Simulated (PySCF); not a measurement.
I3Si, SMILES I[Si](I)I (connectivity only; charge and spin as stated), charge +1, multiplicity 1. Heavy atoms are numbered as in [I:1][Si:2]([I:3])[I:4].

Coordinates come from a B3LYP-D3(BJ)/def2-SVP optimisation. The multiplicity is an assumed one; other spin states were not compared. The isomer is the one that the SMILES or the coordinates give; other isomers of the formula were not compared. The def2 effective core potentials stand for the cores of I; spin–orbit coupling is left out.

Computed with CAM-B3LYP/def2-TZVP in PySCF.

Atomic charges (e), one atom of each kind:

```json
[
 {"atom": "I1", "Löwdin": "…", "Mulliken": "0.23"},
 {"atom": "Si2", "Löwdin": "…", "Mulliken": "0.30"}
]
```

Task: Fill in the missing entries. (An estimate is asked for; the answer gives what the named calculation found.)

Result: 
- I1, Löwdin: 0.48
- Si2, Löwdin: -0.43

Computed Mayer and Wiberg (Löwdin basis) orders of the bonds:
```
bond    Mayer  Wiberg
------  -----  ------
I1–Si2   1.47    1.99
Si2–I3   1.47    1.99
Si2–I4   1.47    1.99
```
